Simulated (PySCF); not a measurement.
B3LYP has the VWN-RPA correlation part, as in Gaussian. Delta-SCF ions had no search for a lower state. Excitations are Tamm–Dancoff values on a coarser integration grid. The basis has no diffuse functions, so Rydberg states are missing or too high.

Cartesian coordinates (Å):
SMILES: [N](C)(C)[Al]([I])[I]
```xyz
12

C     -0.0878     1.3966     0.3947
N      0.0001    -0.0001     0.0000
C     -1.2630    -0.5200    -0.4984
Al     1.4856    -0.9642     0.1141
I      3.5675     0.0576     0.9879
I      1.4860    -3.3374    -0.5997
H      0.8784     1.7666     0.7678
H     -0.3894     2.0369    -0.4570
H     -0.8380     1.5416     1.1961
H     -2.0582    -0.4482     0.2689
H     -1.6096     0.0469    -1.3843
H     -1.1716    -1.5764    -0.7901
```
Charge 0, spin multiplicity 1.

Task: What T1 excitation (TDA), brightest of the four lowest singlets (TDA), HOMO–LUMO gap, S1–T1 gap (TDA), S1 excitation (TDA), vertical ionisation energy (Delta-SCF), HOMO and dipole moment does B3LYP-D3(BJ)/def2-TZVP // B3LYP-D3(BJ)/def2-SVP run with PySCF give?

Result: 
| Property | Result |
|---|---|
| T1 excitation (TDA) | 3.99 eV |
| brightest of the four lowest singlets (TDA) | 5.06 eV |
| HOMO–LUMO gap | 5.21 eV |
| S1–T1 gap (TDA) | 0.27 eV |
| S1 excitation (TDA) | 4.27 eV |
| vertical ionisation energy (Delta-SCF) | 8.45 eV |
| HOMO | -6.60 eV |
| dipole moment | 2.01 D |
